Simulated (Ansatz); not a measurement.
Reaction (ligand exchange at the Sn–O bond): `C[O][Sn]([F])([F])[F]` + HI → `[F][Sn]([F])([F])[I]` + CH₃OH

Program: Ansatz. Geometries: PBE0-D4/def2-TZVP. ΔE: electronic, gas phase. CCSD(T)/CBS adds triple-zeta CCSD(T) − MP2 to the extrapolated MP2 energy (def2 sets, frozen cores). This one scheme is used for every species. DFT in def2-TZVPP. B3LYP here is the variant with VWN-RPA as its local correlation; programs differ in this. HSE06 is defined as in plane-wave codes. def2 core potentials past Kr. For I, Sn outer-core shells are correlated without core-valence functions, which leaves a few kJ/mol of doubt a bond. Each species was taken in one conformer, which may not be the lowest.

```
             level  ΔE (kcal/mol)  difference from CCSD(T)/CBS
       LDA (SPW92)          -22.2                         -0.3
            PBE-D4          -22.3                         -0.4
         revPBE-D4          -21.5                          0.4
           BLYP-D4          -20.6                          1.3
         r2SCAN-D4          -21.8                          0.1
            B97M-V          -20.1                          1.8
           PBE0-D4          -23.5                         -1.6
          B3LYP-D4          -21.9                          0.0
        r2SCANh-D4          -22.4                         -0.5
        r2SCAN0-D4          -23.2                         -1.3
          HSE06-D4          -23.6                         -1.7
          BHLYP-D4          -23.3                         -1.4
      CAM-B3LYP-D4          -20.7                          1.2
           ωB97X-V          -20.8                          1.1
           ωB97M-V          -21.6                          0.3
            B2PLYP          -21.0                          0.9
          PBE-QIDH          -22.6                         -0.7
               PBE          -22.4                         -0.5
            revPBE          -22.3                         -0.4
              BLYP          -20.9                          1.0
            r2SCAN          -21.9                          0.0
              PBE0          -23.6                         -1.7
             B3LYP          -21.9                          0.0
           r2SCANh          -22.5                         -0.6
           r2SCAN0          -23.3                         -1.4
             HSE06          -23.6                         -1.7
         CAM-B3LYP          -20.7                          1.2
           LC-ωPBE          -21.0                          0.9
RPA@PBE/def2-TZVPP          -17.4                          4.5
       HF/def2-SVP          -23.5                         -1.6
      MP2/def2-SVP          -19.6                          2.3
     CCSD/def2-SVP          -19.8                          2.1
  CCSD(T)/def2-SVP          -19.5                          2.4
    MP2/def2-TZVPP          -20.7                          1.2
SCS-MP2/def2-TZVPP          -19.6                          2.3
   CCSD/def2-TZVPP          -19.4                          2.5
CCSD(T)/def2-TZVPP          -19.0                          2.9
     HF/def2-QZVPP          -22.4                         -0.5
    MP2/def2-QZVPP          -22.4                         -0.5
SCS-MP2/def2-QZVPP          -21.2                          0.7
       CCSD(T)/CBS          -21.9                            0
```

Largest T1 diagnostic among the species: 0.015.

From BLYP to BHLYP (50 % exact exchange), in def2-TZVPP and without D4, ΔE moves by −1.7 kcal/mol. Leaving LDA and LC-ωPBE aside and taking each functional with its dispersion term where it has one, the values spread over 3.5 kcal/mol, from HSE06-D4 to B97M-V.
